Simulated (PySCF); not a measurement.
Input for PySCF: R-B3LYP/3-21G on SiH4 (SMILES [SiH4]).

```python
from pyscf import gto, scf, dft, mp
from pyscf.data.elements import chemcore

mol = gto.M(
    atom='''
    Si    0.21561361   -0.23727616    0.01070586
    H     0.80358519   -1.54370942    0.37642308
    H    -0.99321581   -0.00538389    0.84144561
    H    -0.18081622   -0.23855966   -1.41453560
    H     1.18768323    0.84669029    0.26766979
    ''',
    basis='3-21g',
    charge=0, spin=0, verbose=3, max_memory=1800)
mf = dft.RKS(mol, xc='b3lyp')
mf.conv_tol = 1e-8
mf.max_cycle = 100
mf.kernel()
if not mf.converged:
    mf = mf.newton().run(mf.mo_coeff, mf.mo_occ)
```

Problem. Predict the final total energy.

Solution. -290.3455 hartree.
